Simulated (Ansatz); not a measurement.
`[CH3][Hf]([F])([F])[Cl]`, charge 0, multiplicity 1.

(1) Give a relaxed structure at PBE0-D4/def2-TZVP (the Gaussian-basis code of Ansatz). (Best estimate.)

## Answers

(1) The calculation gave: 
Cartesian coordinates in Å:
```
C 0.383 -0.352 1.037
Hf -0.268 0.278 -0.960
F 1.107 1.409 -1.608
F -0.397 -1.316 -1.976
Cl -2.324 1.377 -0.687
H 0.502 0.510 1.703
H 1.344 -0.877 0.997
H -0.347 -1.028 1.495
```
Point group Cs.
